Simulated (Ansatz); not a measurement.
Total energies of CrFH$_{2}$NO$_{2}$ (`[NH2][Cr](=[O])(=[O])[F]`).

Z-matrix (Å, degrees):
```
Cr
O 1 1.544
O 1 1.544 2 111.9
N 1 1.775 2 107.7 3 118.2
F 1 1.722 2 109.9 3 -122.4
H 4 1.010 1 122.1 2 20.4
H 4 1.010 1 122.1 2 -141.3
```

The species carries charge 0 and has multiplicity 1. Correlated methods include outer-core shells of Cr, which these sets cover unevenly. Scalar relativity is left out up to krypton. All single points use the PBE0-D4/def2-TZVP geometry. It is one conformer, not always the lowest. Basis def2-TZVPP, Ansatz.

RPA on PBE orbitals: Hartree–Fock energy of these orbitals -1347.87464 Eh, correlation -2.46244 Eh (frozen core).

```
             functional  energy without D4 (Eh)  D4 term (kJ/mol)
            LDA (SPW92)             -1346.64200                 –
                    PBE             -1350.47509             -15.3
                   BLYP             -1351.02186             -34.4
                 r2SCAN             -1350.82051              -3.5
                 B97M-V             -1350.61635                 –
                   PBE0             -1350.38430             -12.8
                r2SCANh             -1350.75073              -3.7
                r2SCAN0             -1350.64902              -4.1
HSE06 (plane-wave form)             -1350.36439             -11.9
                  BHLYP             -1350.63708             -19.0
              CAM-B3LYP             -1350.86887             -12.9
                ωB97M-V             -1350.74775                 –
                 B2PLYP             -1350.65503                 –
               PBE-QIDH             -1350.26575                 –
```

Question: Give the same for revPBE, B3LYP, LC-ωPBE, ωB97X-V. (An estimate is asked.)

Answer: The calculation gave: 
| functional | energy without D4 (Eh) | D4 term (kJ/mol) |
| --- | --- | --- |
| revPBE | -1350.80952 | -47.5 |
| B3LYP | -1350.95803 | -25.0 |
| LC-ωPBE | -1350.54267 | – |
| ωB97X-V | -1350.65950 | – |

B3LYP takes the VWN-RPA correlation (the form of Gaussian; ORCA's B3LYP/G). HSE06 is the plane-wave form, built on full-range PBE exchange. The double hybrids freeze the cores in their second-order part.

LC-ωPBE has ω = 0.4 bohr⁻¹.
